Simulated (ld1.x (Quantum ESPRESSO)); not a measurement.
## Before and after: TM potential for As (Z = 33)

```json
{
 "Element": "arsenic",
 "Generator": "ld1.x (Quantum ESPRESSO) 7.5",
 "Type": "norm-conserving Troullier–Martins (Kleinman–Bylander form)",
 "Functional": "PBE",
 "Relativity": "scalar-relativistic",
 "Frozen core": "[Ar]",
 "Valence charge": "15",
 "Reference configuration": "3d10 4s2 4p2 (charge +1)",
 "Partial waves": "4s (bound): rc 1.15 bohr; 4p (bound): rc 2.05 bohr; 3d (bound): rc 1.25 bohr",
 "Local potential": "all-electron potential smoothed inside 0.90 bohr (lloc = -1)",
 "Core correction": "none"
}
```

Change: wave 4p (bound): rc 2.05 bohr becomes 4p (bound): rc 2.04 bohr.

Cutoffs: the cutoffs (Ry, on a coarse ladder) from which the occupation-weighted sum of valence levels, in a spherical-Bessel basis at the reference potential, stays within 10 and 1 mRy of its value at 400 Ry; they do not see the model core or the augmentation charge, which bear on the density cutoff. Errors are all-electron minus pseudo energies relative to the spin-unpolarised reference configuration.

How do hardness, ghosts and transferability respond?

Both files keep a bound ghost (s); of the 7 tests that both files solve, the error grows in 0 and shrinks in 2 by more than 15 % and 0.3 meV (median size 8.3 → 5.7 meV).

```csv
quantity,base,changed
"cutoff, loose",200 Ry,200 Ry
"cutoff, tight",over 300 Ry,over 300 Ry
bound ghosts,s,s
"error for 3d10 4s2 4p3, meV [ΔE -9.15 eV]",+5.8,+5.7
"error for 3d10 4s2 4p1, meV [ΔE 17.92 eV]",+2.4,+2.4
"error for 3d10 4s2 4p0, meV [ΔE 45.62 eV]",-2.1,-0.7
"error for 3d10 4s2 4p3.3, meV [ΔE -10.38 eV]",+8.3,+8.1
"error for 3d9 4s2 4p3, meV [ΔE 41.68 eV]",+21,+1.4
"error for 3d10 4s1 4p0, meV [ΔE 96.27 eV]",+68,+72
"error for 3d9 4s2 4p4, meV [ΔE 30.95 eV]",-158,-175
```

 A true bound ghost makes a file unfit for plane-wave use even where its test errors are small: the radial tests pick states by their node count and pass the ghost by.
